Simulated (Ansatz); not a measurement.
System: CrCl (charge 0, sextet). The spin state was set by rule; other spins were not relaxed. 
Structure (B3LYP-D3(BJ)/def2-TZVP (Ansatz, a first-principles code) minimum search):
```xyz
2

Cr     0.0000     0.0000    -0.9176
Cl     0.0000     0.0000     1.2955
```
Charge 0, spin multiplicity 6.

Property: vertical ionisation energy (to the quintet state of charge +1; each state is the SCF solution reached for its spin; for the sextet T1 is 0.137), in eV. Cores are frozen in the correlated levels unless marked. Open shells are spin-unrestricted. No spin-orbit coupling. The frozen core is the preceding noble-gas configuration, with the filled d and f shells of earlier blocks. No relativistic terms. Basis-set limits of correlation are two-point, X^-3; Hartree-Fock from the larger set.

```json
[
 {"level": "PBE/def2-TZVPD", "program": "Ansatz", "vertical ionisation energy (eV)": "8.49"},
 {"level": "PBE0/def2-TZVPD", "program": "Ansatz", "vertical ionisation energy (eV)": "8.45"},
 {"level": "CCSD/def2-SVPD", "program": "Ansatz", "vertical ionisation energy (eV)": "8.08"},
 {"level": "CCSD/def2-TZVPPD", "program": "Ansatz", "vertical ionisation energy (eV)": "7.99"},
 {"level": "CCSD(T)/CBS(def2-TZVPPD,def2-QZVPPD)", "program": "Ansatz", "vertical ionisation energy (eV)": "…"}
]
```

Q: Fill in the missing entries.

A: 
- CCSD(T)/CBS(def2-TZVPPD,def2-QZVPPD), vertical ionisation energy (eV): 8.01
